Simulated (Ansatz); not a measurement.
def2 core potentials replace the inner electrons of Sn.

**CH3Cl3Sn, SMILES `[CH3][Sn]([Cl])([Cl])[Cl]` (charge 0, multiplicity 1)**

The numbers are results of CAM-B3LYP-D3(BJ)/def2-TZVP // PBE0-D3(BJ)/def2-SVP (Ansatz, a first-principles code), not measurements.

```yaml
HOMO: -10.41 eV
dipole_moment: 3.52 D
LUMO: -1.24 eV
HOMO–LUMO gap: 9.17 eV
total_energy: -1635.0277 Ha
cost: roughly 9 core-seconds
```

Bonded distances (Å): C1–Sn2 2.123, C1–H6 1.098, C1–H7 1.098, C1–H8 1.098, Sn2–Cl3 2.334, Sn2–Cl4 2.334, Sn2–Cl5 2.334. Bond angles (°): Sn2–C1–H6 108.5, Sn2–C1–H7 108.5, Sn2–C1–H8 108.5, H6–C1–H7 110.5, H6–C1–H8 110.5, H7–C1–H8 110.5, C1–Sn2–Cl3 112.0, C1–Sn2–Cl4 112.0, C1–Sn2–Cl5 112.0, Cl3–Sn2–Cl4 106.9, Cl3–Sn2–Cl5 106.9, Cl4–Sn2–Cl5 106.9.
Charge 0, spin multiplicity 1.
